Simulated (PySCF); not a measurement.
[(E)-2-germylethenyl]germane (C2H8Ge2), SMILES [GeH3]/[CH]=[CH]/[GeH3]. Atoms are numbered in the order given.

```xyz
12

Ge     0.0167     2.3809     0.0000
C     -0.4527     0.4943     0.0000
C      0.4527    -0.4943     0.0000
Ge    -0.0167    -2.3809     0.0000
H      1.5512     2.5015     0.0000
H     -0.5592     3.0788    -1.2475
H     -0.5592     3.0788     1.2475
H     -1.5222     0.2412     0.0000
H      1.5222    -0.2412     0.0000
H      0.5592    -3.0788     1.2475
H      0.5592    -3.0788    -1.2475
H     -1.5512    -2.5015     0.0000
```

Geometry optimised at PBE0-D3(BJ)/def2-SVP.

The numbers are results of PySCF with CAM-B3LYP/def2-TZVP, not measurements.

Symmetry labels are those of the subgroup C2h that the program uses (full group C2h).

Computed valence orbital energies around the gap with their symmetry:
```csv
orbital,symmetry,energy (eV)
HOMO−7,Ag,-13.13
HOMO−6,Bu,-12.53
HOMO−5,Au,-11.40
HOMO−4,Bg,-11.03
HOMO−3,Ag,-10.98
HOMO−2,Bu,-10.86
HOMO−1,Ag,-9.46
HOMO,Au,-9.19
LUMO,Bg,0.47
LUMO+1,Ag,1.83
LUMO+2,Bu,2.09
LUMO+3,Bu,2.13
```
